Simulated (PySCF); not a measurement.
Stepwise substitution at one centre (B Br-OH). Gas-phase values, no solvent. One relaxed conformer stands for each flexible species; it need not be the lowest. Strings in code marks are SMILES.

Computed with PBE0-D3(BJ)/def2-TZVP (PySCF 2.14.0). Delta-SCF ions had no search for a lower state. Excitations are Tamm–Dancoff values on a coarser integration grid. The basis has no diffuse functions, so Rydberg states are missing or too high.

| species | vertical ionisation energy (Delta-SCF) (eV) | T1 excitation (TDA) (eV) |
|---|---|---|
| 0 of 3 Br replaced by OH | ? | 4.53 |
| 1 of 3 Br replaced by OH | 10.53 | 5.89 |
| 2 of 3 Br replaced by OH (`OB(O)Br` (H–O–B–Br torsion -180°, Br–B–O–H torsion 180°)) | 10.78 | 6.75 |
| 3 of 3 Br replaced by OH (`OB(O)O`) | ? | 8.06 |

### Question
Some entries are withheld; supply them.

### Answer

- 0 of 3 Br replaced by OH, vertical ionisation energy (Delta-SCF) (eV): 10.31
- 3 of 3 Br replaced by OH (`OB(O)O`), vertical ionisation energy (Delta-SCF) (eV): 11.93
